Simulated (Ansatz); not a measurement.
Consider the ligand exchange at the In–C bond: `C#[C][In]([CH3])[CH3]` + H₂S → `[CH3][In]([CH3])[SH]` + `C#C`.

Program: Ansatz. Geometries: PBE0-D4/def2-TZVP. ΔE: electronic, gas phase. CCSD(T)/CBS is the MP2 limit (def2-TZVPP, def2-QZVPP) plus CCSD(T) − MP2 in def2-TZVPP, frozen cores. This one scheme is used for every species. Functionals use def2-TZVPP. def2 core potentials past Kr. For In outer-core shells are correlated without core-valence functions, which leaves a few kJ/mol of doubt a bond. Each species was taken in one conformer, which may not be the lowest.

CCSD(T)/CBS gives -70.0 kJ/mol.

Question: Another level gave -73.2 kJ/mol. Which?
A. SCS-MP2/def2-TZVPP
B. ωB97M-V/def2-TZVPP
C. RPA@PBE/def2-TZVPP
D. PBE0/def2-TZVPP

Answer: D. PBE0 -73.2, SCS-MP2/def2-TZVPP -62.6, ωB97M-V -68.5, RPA@PBE/def2-TZVPP -55.5 kJ/mol.

Largest T1 diagnostic among the species: 0.013.

Leaving LDA and LC-ωPBE aside and taking each functional with its dispersion term where it has one, the values, not all of them listed here, spread over 7.4 kJ/mol, from PBE-D4 to ωB97X-V. At CCSD(T), def2-SVP lies +4.6 kJ/mol from the extrapolated value and def2-TZVPP +7.6 kJ/mol.

CCSD(T)/CBS has its own doubt, a few kJ/mol and more with outer-core shells, so smaller differences from it don't rank the levels.
